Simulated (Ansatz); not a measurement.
Relaxation of F$_{5}$H$_{2}$O$_{2}$W (10 atoms, charge 0, multiplicity 2), to a largest force component of 0.03 eV/Å in at most 50 steps.

Method: UKS PBE/def2-SVP (Ansatz).

```xyz
10
Properties=species:S:1:pos:R:3
W 0.013 0.085 -0.147
F -0.598 0.560 2.796
F 1.920 -0.129 -0.241
F 0.156 1.892 0.184
O -1.904 0.047 -0.093
H -2.415 -0.034 0.741
F 0.053 -1.401 1.021
F -0.053 -0.397 -1.944
O -0.132 -0.436 3.580
H 0.079 -1.116 2.893
```

Problem. Where does it end, and by what steps?

Solution. The forces met the threshold. After 24 steps the energy has fallen by 3.481 eV; F2 moved furthest, 2.17 Å. Parted: F2–O9 (1.35 → 4.23 Å). Joined: W1–F2 (3.04 → 1.87 Å).

| step | energy less start (eV) | largest force component (eV/Å) | accepted |
| --- | --- | --- | --- |
| 0 | 0.0000 | 2.543 | yes |
| 1 | -0.1714 | 1.069 | yes |
| 2 | -0.2619 | 0.419 | yes |
| 3 | -0.3348 | 1.788 | yes |
| 4 | -0.9763 | 3.504 | yes |
| 5 | -1.8828 | 2.099 | yes |
| 6 | -2.4140 | 1.657 | yes |
| 7 | -2.7084 | 0.936 | yes |
| 8 | -2.8162 | 1.398 | yes |
| 9 | -2.9606 | 0.429 | yes |
| 10 | -2.9985 | 0.421 | yes |
| 11 | -3.0190 | 0.227 | yes |
| 12 | -3.0235 | 0.752 | yes |
| 13 | -3.0484 | 0.598 | yes |
| 14 | -3.0857 | 0.572 | yes |
| 15 | -3.1400 | 0.345 | yes |
| 16 | -3.2004 | 0.461 | yes |
| 17 | -3.2784 | 0.515 | yes |
| 18 | -3.3663 | 0.450 | yes |
| 19 | -3.4210 | 0.344 | yes |
| 20 | -3.4525 | 0.440 | yes |
| 21 | -3.4675 | 0.175 | yes |
| 22 | -3.4776 | 0.245 | yes |
| 23 | -3.4808 | 0.069 | yes |
| 24 | -3.4813 | 0.013 | yes |

```xyz
10
Properties=species:S:1:pos:R:3
W 0.131 0.434 0.216
F 0.701 1.697 1.476
F 1.927 0.296 -0.314
F -0.324 1.827 -0.929
O -1.526 0.252 1.000
H -1.823 -0.398 1.740
F 0.609 -1.010 1.402
F -0.267 -0.780 -1.154
O -1.637 -1.562 2.805
H -0.672 -1.684 2.550
```

Whether the end is a true minimum wasn't checked by a vibrational analysis.

Run time: 2.4 min on 4 threads of Arm Neoverse V2, with other jobs on the host, peak memory 0.4 GiB.
